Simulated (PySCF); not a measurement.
CCl3, SMILES Cl[C+](Cl)Cl, charge +1.

Geometry optimised at r2SCAN-D4/def2-SVP.

These are r2SCAN-D4/def2-SVP in PySCF values and carry that method's errors.

Frequencies are harmonic and unscaled.

Modes within 1.5 cm⁻¹ of each other (mostly degenerate sets) share a row, with their intensities summed.

Computed normal modes with their intensities:
| mode | ν (cm⁻¹) | IR (km/mol) | Raman (Å⁴/amu) | depolarisation | moving atoms (share of kinetic energy) |
|---|---|---|---|---|---|
| 1–2 | 318 | 0.8 | 10.7 | 0.75 | Cl 94 % |
| 3 | 525 | 0.0 | 0.0 | – | C 90 %, Cl 10 % |
| 4 | 548 | 0.0 | 14.5 | 0.11 | Cl 100 % |
| 5–6 | 1048 | 571.9 | 1.4 | 0.75 | C 84 %, Cl 16 % |
